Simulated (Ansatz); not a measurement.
Job for Ansatz (an electronic-structure program): U-PBE0/def2-TZVPP on SN, 2S+1 = 2, a spin state set in the input, which need not be the lowest.

Ansatz 0.2 input:
```yaml
crystal:
  periodic: [false, false, false]
  atoms:
    - {symbol: N, position_ang: [0.00000000, 0.00000000, 0.00000000]}
    - {symbol: S, position_ang: [0.00000000, 0.00000000, 1.67200000]}
basis:
  gaussian:
    orbitals: def2-TZVPP
hamiltonian:
  xc: {name: PBE0}
magnetization: {spin_polarized: true, initial_magnetization: 1}
relax: {f_tol: 0.002, max_steps: 120}
```

Program output:

```
WARN ansatz: RAYON_NUM_THREADS=1 ignored (pool sized by the plan → 1); use --threads N
Functional definition: PBE0
integrals: 0.01 GiB planned
470 factors; their error is unknown
mean field: 0.18 GiB planned
mean field evaluation 1: about -12311.9184 eV, gradient 3.6e1 eV
mean field evaluation 2: about -12279.0488 eV, gradient 8.0e1 eV
mean field evaluation 4: about -12317.7109 eV, gradient 2.3e0 eV
mean field evaluation 8: about -12317.7458 eV, gradient 1.7e-1 eV
mean field evaluation 16: about -12317.7732 eV, gradient 2.5e-3 eV
mean field evaluation 32: about -12317.7575 eV, gradient 3.8e-1 eV
mean field -12317.77324299 eV, -452.6698173932 hartree, gradient 3.7e-5 eV, S^2 0.850563; 2 other end points of the search recorded, 0 dependent functions left out
the calculation of the forces begins
reference -12317.77326010 eV, -452.6698180220 hartree; 12, 11 occupied and 61, 62 virtual orbitals, 470 factors
relax step   1: F+E_penalty+E_count = -12317.77324299 eV  Δ(F+E_penalty+E_count) = +0.000e0 eV  max|allowed force component| = 6.191e0 eV/Å  Δτ_max = 0.0000 Å  (82 SCF iters, accepted)
these checks for a lower state are left out or cut short: starts, cluster_reference, orbital_swaps, neighbouring_geometries, increment
integrals: 0.01 GiB planned
470 factors; their error is unknown
mean field: 0.18 GiB planned
mean field -12318.26671349 eV, -452.6879520997 hartree, gradient 1.5e-5 eV, S^2 0.767923; 0 other end points of the search recorded, 0 dependent functions left out
the calculation of the forces begins
reference -12318.26673058 eV, -452.6879527277 hartree; 12, 11 occupied and 61, 62 virtual orbitals, 470 factors
relax step   2: F+E_penalty+E_count = -12318.26671349 eV  Δ(F+E_penalty+E_count) = -4.935e-1 eV  max|allowed force component| = 4.299e0 eV/Å  Δτ_max = 0.0455 Å  (52 SCF iters, accepted)
these checks for a lower state are left out or cut short: starts, cluster_reference, orbital_swaps, neighbouring_geometries, increment
integrals: 0.01 GiB planned
470 factors; their error is unknown
mean field: 0.19 GiB planned
mean field -12318.26026565 eV, -452.6877151460 hartree, gradient 2.2e-5 eV, S^2 0.756444; 0 other end points of the search recorded, 0 dependent functions left out
the calculation of the forces begins
reference -12318.26028264 eV, -452.6877157702 hartree; 12, 11 occupied and 61, 62 virtual orbitals, 470 factors
relax step   3: F+E_penalty+E_count = -12318.26026565 eV  Δ(F+E_penalty+E_count) = +6.448e-3 eV  max|allowed force component| = 6.196e0 eV/Å  Δτ_max = 0.0884 Å  (43 SCF iters, rejected (line search))
these checks for a lower state are left out or cut short: starts, cluster_reference, orbital_swaps, neighbouring_geometries, increment
integrals: 0.01 GiB planned
470 factors; their error is unknown
mean field: 0.18 GiB planned
mean field evaluation 64: about -12318.4913 eV, gradient 2.2e-5 eV
mean field -12318.49129158 eV, -452.6962051924 hartree, gradient 2.2e-5 eV, S^2 0.758605; 0 other end points of the search recorded, 0 dependent functions left out
the calculation of the forces begins
reference -12318.49130864 eV, -452.6962058193 hartree; 12, 11 occupied and 61, 62 virtual orbitals, 470 factors
relax step   4: F+E_penalty+E_count = -12318.49129158 eV  Δ(F+E_penalty+E_count) = -2.246e-1 eV  max|allowed force component| = 4.138e-1 eV/Å  Δτ_max = 0.0442 Å  (41 SCF iters, accepted)
these checks for a lower state are left out or cut short: starts, cluster_reference, orbital_swaps, neighbouring_geometries, increment
integrals: 0.01 GiB planned
470 factors; their error is unknown
mean field: 0.18 GiB planned
mean field -12318.49272376 eV, -452.6962578240 hartree, gradient 1.8e-5 eV, S^2 0.758282; 0 other end points of the search recorded, 0 dependent functions left out
the calculation of the forces begins
reference -12318.49274082 eV, -452.6962584508 hartree; 12, 11 occupied and 61, 62 virtual orbitals, 470 factors
relax step   5: F+E_penalty+E_count = -12318.49272376 eV  Δ(F+E_penalty+E_count) = -1.432e-3 eV  max|allowed force component| = 7.286e-2 eV/Å  Δτ_max = 0.0042 Å  (41 SCF iters, accepted)
these checks for a lower state are left out or cut short: starts, cluster_reference, orbital_swaps, neighbouring_geometries, increment
integrals: 0.01 GiB planned
470 factors; their error is unknown
mean field: 0.18 GiB planned
mean field -12318.49276807 eV, -452.6962594521 hartree, gradient 8.9e-5 eV, S^2 0.758327; 0 other end points of the search recorded, 0 dependent functions left out
the calculation of the forces begins
reference -12318.49278512 eV, -452.6962600789 hartree; 12, 11 occupied and 61, 62 virtual orbitals, 470 factors
relax step   6: F+E_penalty+E_count = -12318.49276807 eV  Δ(F+E_penalty+E_count) = -4.430e-5 eV  max|allowed force component| = 7.515e-4 eV/Å  Δτ_max = 0.0006 Å  (30 SCF iters, accepted)
integrals: 0.01 GiB planned
470 factors; their error is unknown
mean field: 0.18 GiB planned
mean field evaluation 96: about -12318.4928 eV, gradient 1.9e-4 eV
mean field -12318.49276807 eV, -452.6962594521 hartree, gradient 8.9e-5 eV, S^2 0.758327; 1 other end points of the search recorded, 0 dependent functions left out
the calculation of the forces begins
reference -12318.49278512 eV, -452.6962600789 hartree; 12, 11 occupied and 61, 62 virtual orbitals, 470 factors
Total energy: -12318.49278512 eV, -452.6962600789 hartree
Atom 0 at     0.000000    -0.000000     0.093251 Å, force     0.000000     0.000000     0.000752 eV/Å
Atom 1 at    -0.000000     0.000000     1.578749 Å, force    -0.000000    -0.000000    -0.000752 eV/Å
Dipole moment:    -0.000000     0.000000     0.382785 e Å
```

The run converged.

Cost: around 8 core-seconds (rough).
